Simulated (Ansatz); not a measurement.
Mulliken charges of `FC([SiH3])(Cl)Br` from PBE/def2-TZVPP in Ansatz (PBE0-D4/def2-TZVP geometry).

| atom | x (Å) | y (Å) | z (Å) | charge (e) |
| --- | --- | --- | --- | --- |
| F1 | 0.474 | 0.096 | -1.876 | -0.111 |
| C2 | -0.256 | 0.389 | -0.778 | 0.177 |
| Si3 | 0.372 | -0.542 | 0.774 | 0.160 |
| Cl4 | -1.942 | -0.035 | -1.104 | -0.071 |
| Br5 | -0.102 | 2.311 | -0.459 | -0.081 |
| H6 | -0.488 | -0.132 | 1.904 | -0.016 |
| H7 | 0.250 | -1.993 | 0.496 | -0.029 |
| H8 | 1.784 | -0.153 | 0.987 | -0.028 |

**Question.** By hand: the dipole of these point charges (1 e Å = 4.8032 D).

**Answer.** Σ q r = (0.058, -0.149, 0.237) e Å, of length 0.286 e Å = 1.37 D.

**Question.** How does the dipole of the full density compare? (Estimate.)

**Answer.** The calculation gave: (0.073, -0.158, 0.244) e Å, 1.44 D; the point charges give 0.95 times that, at 3° from its direction.

Point charges leave out the atoms' own dipoles, such as those of lone pairs, and Mulliken's split depends on the basis, so the close match here is no proof of good charges.
